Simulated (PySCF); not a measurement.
Compound: AsB2H5.
Numbering: `[BH2:1][BH:2][AsH2:3]` (hydrogens: H4, H5 on B1; H6 on B2; H7, H8 on As3)

Method: PySCF, PBE0-D3(BJ)/def2-SVP geometry optimisation, gas phase.

What internal coordinates does the optimisation give?

| bond | length (Å) |
| --- | --- |
| B1–B2 | 1.641 |
| B2–As3 | 2.011 |
| B1–H4, B1–H5 | 1.212 |
| B2–H6 | 1.210 |
| As3–H7, As3–H8 | 1.519 |

Bonds in one row agree within 0.01 Å and their mean is given. A selection of angles:
| angle | degrees |
| --- | --- |
| B2–B1–H4 | 123.4 |
| B2–B1–H5 | 119.9 |
| H4–B1–H5 | 116.6 |
| B1–B2–As3 | 119.8 |
| B1–B2–H6 | 126.1 |
| As3–B2–H6 | 114.0 |
| B2–As3–H7 | 100.6 |
| B2–As3–H8 | 97.5 |
| H7–As3–H8 | 96.1 |

As3 (arsenic bonded to B and 2 H) is pyramidal (angles 100.6°, 97.5° and 96.1°, sum 294.2°, 0.81 Å off the plane of its three neighbours). B1 (three-coordinate boron) is planar (angles 123.4°, 119.9° and 116.6°, sum 359.9°, 0.02 Å off the plane of its three neighbours). B2 (three-coordinate boron) is planar (angles 126.1°, 119.8° and 114.0°, sum 359.8°, 0.04 Å off the plane of its three neighbours).

No frequency check. One conformer, not necessarily the lowest (B1–B2–As3–H 34° and 132°).
